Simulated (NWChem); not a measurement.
Si2H3SF3 (SMILES F[SiH2]S[SiH](F)F): name the method

Si2H3SF3: 9 atoms, total charge 0, spin state singlet. SMILES: `F[SiH2]S[SiH](F)F`. Geometry: relaxed at PBE0-D4/def2-TZVP. This is one conformer, not always the lowest.

```xyz
9

F    -1.2820   -2.0816    0.6776
Si   -0.1843   -1.0551    1.2026
S     1.2666   -0.6782   -0.3172
Si    0.3536    0.9887   -1.2266
F     0.4616    2.2717   -0.3042
F    -1.1961    0.7341   -1.4376
H    -0.8678    0.1964    1.5875
H     0.5411   -1.6947    2.3181
H     0.9957    1.2723   -2.5174
```

A calculation with NWChem 7.3.0 gave:

* total energy: -1269.0222 Eh
* dipole moment: 1.26 D
* HOMO energy: -11.77 eV
* LUMO energy: 3.48 eV
* HOMO–LUMO gap: 15.25 eV
* largest force: 3.072 eV/Å

Problem. Which of these levels gave the numbers?
A. PBE0/6-31+G* (spherical functions)
B. B3LYP/6-31G* (spherical functions)
C. HF/3-21G
D. B3LYP/6-31G* (Cartesian functions)

Solution. C. The others give -1278.7395 Eh (B3LYP/6-31G* (Cartesian functions)), -1278.7293 Eh (B3LYP/6-31G* (spherical functions)), -1278.0367 Eh (PBE0/6-31+G* (spherical functions)).
